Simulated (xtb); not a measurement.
xtb input:

```bash
xtb mol.xyz --gfn 2 --ohess tight --chrg -1 --uhf 0
```
mol.xyz:
```
6

C     -0.59964575     0.01624152    -0.00096901
S      1.08640036    -0.80426611    -0.18129261
O      2.16642490     0.29688987     0.05645278
H     -0.71999001     0.29052292     1.01573517
H     -1.30537649    -0.70633228    -0.32127082
H     -0.61452318     0.88936862    -0.63027458
```

Problem. Which total energy does the run end on?

Solution. -11.14950 Eh (GFN2-xTB).
